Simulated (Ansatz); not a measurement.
Total energies of Zn₆Se₄Cl₄ from Ansatz at PBE0-D4/def2-TZVP, gas phase (1 Eh = 27.2114 eV = 2625.5 kJ/mol). The reference geometry is relaxed at PBE-D4/def2-SVP.

```
atom   x (Å)   y (Å)   z (Å)
 Se1   0.133   0.977   2.323
 Se2   2.886  -1.277  -0.170
 Se3   0.044   0.507  -1.929
 Se4  -1.413  -2.617   0.247
 Zn5  -1.170   2.298   0.779
 Zn6   2.521  -0.327  -2.347
 Zn7   1.267   0.554   0.281
 Zn8  -0.962  -1.238   2.288
 Zn9   0.594  -1.807  -0.763
Zn10  -1.783  -0.395  -0.557
Cl11  -0.588   4.072  -0.280
Cl12   3.305   0.140  -4.267
Cl13  -1.620  -2.066   4.158
Cl14  -3.215   1.180   0.237
```

```tsv
state	geometry	energy (Eh)
charge 0 singlet	reference	-22120.92839
charge 1 doublet	reference	-22120.58597
charge 1 doublet	relaxed at PBE-D4/def2-SVP	-22120.61490
charge -1 doublet	reference	-22121.00124
free Se atom (triplet)	–	-2401.20505
free Zn atom (singlet)	–	-1779.14424
free Cl atom (doublet)	–	-459.99739
```

Single mean-field runs in def2-TZVP are fitted with def2-universal-jkfit.

Task: Work out the vertical ionisation energy to the doublet.

Result: E(charge 1 doublet) − E(charge 0 singlet) = -22120.58597 − (-22120.92839) = 0.34242 Eh = 9.32 eV. For comparison, −ε of the highest occupied level is 8.03 eV at this level, 1.29 eV less.

Task: Work out the vertical electron affinity, to the doublet.

Result: E(charge 0 singlet) − E(charge -1 doublet) = -22120.92839 − (-22121.00124) = 0.07285 Eh = 1.98 eV. The basis lacks diffuse functions, which makes affinities too small.

Task: Give the fundamental gap IE − EA, the Mulliken electronegativity (IE + EA)/2 and the hardness (IE − EA)/2.

Result: From the values in Eh: IE − EA = 0.34242 − 0.07285 = 0.26957 Eh = 7.34 eV; (IE + EA)/2 = 5.65 eV; (IE − EA)/2 = 3.67 eV. The HOMO–LUMO gap of the same run is 4.92 eV, 2.42 eV smaller than the fundamental gap.

Task: How much does the charge 1 doublet relax, and what is the adiabatic ionisation energy?

Result: Relaxation: -22120.58597 − (-22120.61490) = 0.02893 Eh = 0.79 eV. Adiabatic ionisation energy: 0.31349 Eh = 8.53 eV, without zero-point energy. Bonds change on the way (1 lost, 1 formed), so the relaxed form is another species. 

Task: What is the binding energy per atom against free atoms?

Result: Atoms: 4 × (-2401.20505) + 6 × (-1779.14424) + 4 × (-459.99739) = -22119.67520 Eh. Binding: -22119.67520 − (-22120.92839) = 1.25319 Eh = 34.10 eV, or 2.44 eV for each of 14 atoms (no zero-point energy, no counterpoise term).
